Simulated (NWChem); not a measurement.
System: C2H5BF2O; SMILES OCCB(F)F

```xyz
11

O      0.1343     2.7243     0.0870
C     -0.4181     1.4248    -0.0722
C      0.6256     0.3092     0.0461
B      0.0494    -1.1495     0.0159
F     -1.2578    -1.3915     0.0220
F      0.8469    -2.2113    -0.0085
H      0.7852     2.8581    -0.6194
H     -0.9595     1.3371    -1.0281
H     -1.1634     1.3282     0.7230
H      1.1878     0.4411     0.9830
H      1.3805     0.4013    -0.7507
```
Atoms are numbered in this order, from 1.

Results from NWChem. STO-3G and 3-21G are far too small for this property and stand as cheap habits. Geometry: optimised at B3LYP/6-31G* (spherical d). Field at 589 nm.

For level B3LYP/def2-SVP:

| Property | Result |
|---|---|
| isotropic polarisability (bohr³) | 36.6 |

Task: How do the values read with level B3LYP/STO-3G instead?

Result: 
| Property | Result |
|---|---|
| isotropic polarisability (bohr³) | 19.9 |
